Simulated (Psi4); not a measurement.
C$_{2}$H$_{3}$O, charge -1, singlet, at a GFN2-xTB geometry (a gas-phase anion, which may not be bound at this level); TPSS/def2-SV(P) run with Psi4.

The Psi4 input:
```
memory 2 GB

molecule {
-1 1
C     0.12758253    0.83909514   -0.40587053
O     0.01305692   -0.00449006    0.83668314
C     0.01266963   -0.63253186   -0.40519283
H    -0.93552180    1.24899715   -0.58229583
H    -0.91341079   -1.19766682   -0.63989719
H     0.90296421   -1.25478943   -0.60489199
}

set {
  basis def2-sv(p)
  guess gwh
}

energy('tpss')
print_variables()
```

Output, abridged:

```
   => Loading Basis Set <=

    Name: DEF2-SV(P)
    Role: ORBITAL
    Keyword: BASIS

         ---------------------------------------------------------
                                   SCF
               by Justin Turney, Rob Parrish, Andy Simmonett
                          and Daniel G. A. Smith
                              RKS Reference
         ---------------------------------------------------------

  ==> Geometry <==

    Molecular point group: c1
    Full point group: C1

    Geometry (in Angstrom), charge = -1, multiplicity = 1:

       Center              X                  Y                   Z               Mass
    ------------   -----------------  -----------------  -----------------  -----------------
         C            0.105766287372     0.811338056685    -0.447911458793    12.000000000000
         O           -0.008759322628    -0.032247143315     0.794642211207    15.994914619570
         C           -0.009146612628    -0.660288943315    -0.447233758793    12.000000000000
         H           -0.957338042628     1.221240066685    -0.624336758793     1.007825032230
         H           -0.935227032628    -1.225423903315    -0.681938118793     1.007825032230
         H            0.881147967372    -1.282546513315    -0.646932918793     1.007825032230

  Running in c1 symmetry.

  Rotational constants: A =      0.89404  B =      0.81811  C =      0.49562 [cm^-1]
  Rotational constants: A =  26802.73778  B =  24526.39214  C =  14858.23608 [MHz]
  Nuclear repulsion =   67.501185265127916

  Charge       = -1
  Multiplicity = 1
  Electrons    = 24
  Nalpha       = 12
  Nbeta        = 12

  ==> Algorithm <==

  SCF Algorithm Type is DF.
  DIIS enabled.
  MOM disabled.
  Fractional occupation disabled.
  Guess Type is GWH.
  Energy threshold   = 1.00e-06
  Density threshold  = 1.00e-06
  Integral threshold = 1.00e-12

  ==> Primary Basis <==

  Basis Set: DEF2-SV(P)
    Blend: DEF2-SV(P)
    Number of shells: 24
    Number of basis functions: 48
    Number of Cartesian functions: 51
    Spherical Harmonics?: true
    Max angular momentum: 2

  ==> DFT Potential <==

   => LibXC <=

    Version 7.1.2
    S. Lehtola, C. Steigemann, M. J. T. Oliveira, and M. A. L. Marques,  SoftwareX 7, 1–5 (2018) (10.1016/j.softx.2017.11.002)

   => Composite Functional: TPSS <=

    TPSS Meta-GGA XC Functional

    J. Tao, et al., Phys. Rev. Lett., 91, 146401, 2003

    Deriv               =              1
    GGA                 =           TRUE
[...]
   @DF-RKS iter   6:  -153.01450398006324   -4.78096e-02   6.91898e-04 ADIIS/DIIS
   @DF-RKS iter   7:  -153.01494615137642   -4.42171e-04   2.11922e-04 ADIIS/DIIS
   @DF-RKS iter   8:  -153.01499025295908   -4.41016e-05   9.64612e-05 DIIS
   @DF-RKS iter   9:  -153.01500156908415   -1.13161e-05   1.19062e-05 DIIS
   @DF-RKS iter  10:  -153.01500171307424   -1.43990e-07   3.08391e-06 DIIS
   @DF-RKS iter  11:  -153.01500172314007   -1.00658e-08   5.68555e-07 DIIS
  Energy and wave function converged.

  ==> Post-Iterations <==

   Electrons on quadrature grid:
      Ntotal   =   23.9999976287 ; deviation = -2.371e-06

    Orbital Energies [Eh]
    ---------------------

    Doubly Occupied:

[...]
    Virtual:

[...]
    Final Occupation by Irrep:
              A
    DOCC [    12 ]
    NA   [    12 ]
    NB   [    12 ]

  @DF-RKS Final Energy:  -153.01500172314007

   => Energetics <=

    Nuclear Repulsion Energy =             67.5011852651279156
    One-Electron Energy =                -347.2140957132909875
    Two-Electron Energy =                 147.4746954122613261
    DFT Exchange-Correlation Energy =     -20.7767866872383138
    Empirical Dispersion Energy =           0.0000000000000000
    VV10 Nonlocal Energy =                  0.0000000000000000
    Total Energy =                       -153.0150017231400739

Computation Completed

Properties will be evaluated at   0.000000,   0.000000,   0.000000 [a0]

Properties computed using the SCF density matrix

 Multipole Moments:

 ------------------------------------------------------------------------------------
     Multipole            Electronic (a.u.)      Nuclear  (a.u.)        Total (a.u.)
 ------------------------------------------------------------------------------------

 L = 1.  Multiply by 2.5417464519 to convert [e a0] to [Debye]
 Dipole X            :          0.5249888           -0.9482148           -0.4232260
 Dipole Y            :          0.0947452           -1.2064254           -1.1116801
 Dipole Z            :          2.0057946           -1.8272544            0.1785401
 Magnitude           :                                                    1.2028423

 ------------------------------------------------------------------------------------

  Variable Map:
  ----------------------------------------------------------------------------
[...]
  Array Variable Map:
  ----------------------------------------------------------------------------
[...]
[...]
```
